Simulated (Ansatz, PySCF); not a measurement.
Process, species as SMILES: F[SiH2][SiH3] → [SiH3] (SiH3) + F[SiH2] (the Si-Si bond at the site shown breaks; other sites are not compared here)
Geometries: B3LYP-D3(BJ)/def2-TZVP minima from Ansatz (a program for electronic structure).
Geometry of the first species:
```
Si
F 1 1.6136
H 1 1.4817 2 107.62
H 1 1.4817 3 108.93 2 -116.40
Si 1 2.3467 3 111.48 4 -123.43
H 5 1.4821 1 110.61 3 -179.60
H 5 1.4821 6 109.25 1 -121.98
H 5 1.4841 6 108.99 7 -119.00
```

Wanted: bond dissociation energy (enthalpy at 298 K, with B3LYP-D3(BJ) rigid-rotor harmonic-oscillator terms from PySCF), in kJ/mol. Correlated levels leave the core frozen unless marked. Open shells are spin-unrestricted. Spin-orbit coupling is left out. No relativistic terms. CBS(X,Y): correlation extrapolated as X^-3; Hartree-Fock from the larger set. [CCSD(T)-MP2]/basis is that difference in the basis named.

| level | program | bond dissociation energy (kJ/mol) | minus last row |
|---|---|---|---|
| HF/6-31G | Ansatz | 213.1 | -111.8 |
| SVWN5/def2-TZVPD | Ansatz | 346.5 | 21.6 |
| BLYP-D3(BJ)/def2-TZVPD | Ansatz + dftd3 | 299.6 | -25.3 |
| revPBE-D4/def2-TZVPD | Ansatz + dftd4 | 297.4 | -27.5 |
| revPBE/def2-TZVPD | Ansatz | 285.0 | -39.9 |
| PBE0/6-31G* | Ansatz | 315.2 | -9.7 |
| PBE0-D3(BJ)/def2-TZVPD | Ansatz + dftd3 | 311.3 | -13.6 |
| BHLYP-D4/def2-TZVPD | Ansatz + dftd4 | 310.5 | -14.4 |
| r2SCAN0/def2-TZVPD | Ansatz | 297.1 | -27.8 |
| CAM-B3LYP-D3(BJ)/def2-TZVPD | Ansatz + dftd3 | 310.3 | -14.6 |
| B2GP-PLYP/def2-TZVPD | Ansatz | 308.2 | -16.7 |
| RI-MP2/aug-cc-pV(T+d)Z | Ansatz | 313.9 | -11.0 |
| RI-MP2/aug-cc-pV(Q+d)Z | Ansatz | 319.2 | -5.7 |
| SCS-MP2/aug-cc-pV(D+d)Z | Ansatz | 300.0 | -24.9 |
| CCSD/STO-3G | Ansatz | 404.8 | 79.9 |
| CCSD/6-31G | Ansatz | 252.5 | -72.4 |
| CCSD/cc-pVTZ | Ansatz | 306.3 | -18.6 |
| CCSD/cc-pV(Q+d)Z | Ansatz | 314.0 | -10.9 |
| CCSD(T)/aug-cc-pV(T+d)Z | Ansatz | 316.0 | -8.9 |
| RI-MP2/CBS(cc-pV(T+d)Z,cc-pV(Q+d)Z)+[CCSD(T)-MP2]/cc-pV(D+d)Z | Ansatz | 325.7 | 0.8 |
| CCSD(T)/CBS(cc-pV(T+d)Z,cc-pV(Q+d)Z) | Ansatz | 324.9 | 0.0 |
